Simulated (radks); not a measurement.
Values are calculated unless marked as measured or tabulated.
Question: The mean radii <r> (bohr) of the occupied orbitals of an atom or ion are listed with their occupations. Level of theory: Dirac Kohn-Sham, PBE, spin-unpolarised, spherical densities, point nucleus (a radial shooting solver on a logarithmic mesh with Libxc functionals).

orbital  occ.      <r>
1s1/2       2  0.05214
2s1/2       2   0.2338
2p1/2       2   0.2032
2p3/2       4   0.2064
3s1/2       2   0.6278
3p1/2       2   0.6226
3p3/2       3   0.6285

Name the element and its charge. Open shells, if any, fill j = l - 1/2 first.

Answer: Z = 29, copper, charge +12: Cu12+ in [Ne] 3s2 3p5. The 1s radius gives Z: for a bare nucleus <r> = (2 gamma + 1)/(2Z) with gamma = sqrt(1 - (Z/c)^2), 0.05094 bohr for Z = 29, and screening makes it slightly larger (0.05214 here). The occupations add up to 17, and the charge is Z minus that.
